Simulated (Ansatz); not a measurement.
`O[Si](F)(F)[SiH3]` + `[SH][GeH3]` → `[SiH3][S][GeH3]` + `O[SiH](F)F` at 700 K and 1 bar (cleavage of the Si–Si bond).

Isolated molecules relaxed with PBE0-D4/def2-TZVP in Ansatz; ΔE leaves out vibrations. CCSD(T)/CBS adds triple-zeta CCSD(T) − MP2 to the extrapolated MP2 energy (def2 sets, frozen cores). This one scheme is used for every species. For Ge outer-core shells are correlated without core-valence functions, which leaves a few kJ/mol of doubt a bond. Scalar relativity is left out up to krypton. Each species was taken in one conformer, which may not be the lowest.

```csv
species,CCSD(T)/CBS energy (Eh),H − E (kJ/mol),S (J/(mol·K))
`O[Si](F)(F)[SiH3]`,-855.51273,200.0,480.8
`[SH][GeH3]`,-2476.30083,133.1,357.0
`[SiH3][S][GeH3]`,-2766.60510,204.4,460.0
`O[SiH](F)F`,-565.23707,129.2,374.8
```

H − E and S are ideal-gas, rigid-rotor, harmonic terms from PBE0-D4/def2-TZVP, for one conformer and one mirror image of each species. 1 Eh = 2625.50 kJ/mol, R = 8.31446 J/(mol·K).

Q: By hand: ΔE, ΔH, ΔS and ΔG.

A: ΔE = (-2766.60510) + (-565.23707) − (-855.51273) − (-2476.30083) = -0.02861 Eh = -75.1 kJ/mol. Δ(H − E) = 204.4 + 129.2 − 200.0 − 133.1 = 0.5, so ΔH = -74.6 kJ/mol. ΔS = 460.0 + 374.8 − 480.8 − 357.0 = -3.0 J/(mol·K). ΔG = -74.6 − 700 × (-3.0)/1000 = -72.5 kJ/mol.

Q: By hand: the equilibrium constant, and the temperature at which ΔG would vanish if ΔH and ΔS stayed fixed.

A: log₁₀ K = −ΔG/(RT ln 10) = 5.4. ΔG = 0 at ΔH/ΔS = 24867 K, far beyond where these terms or the molecules hold.

The number of gas molecules stays the same, so ΔS is small and ΔH decides. A doubt of 5 kJ/mol in ΔE shifts log₁₀ K by 0.4 here. Other conformers and mirror images would add mixing entropy, several J/(mol·K) or more a flexible species. Modes under 60 cm⁻¹, often nearly free rotors, make the harmonic entropy too high. These are equilibria of isolated gas molecules and say nothing of rates. Largest T1 diagnostic: 0.013 (customary marks: 0.02 for closed shells, 0.045 for open ones).
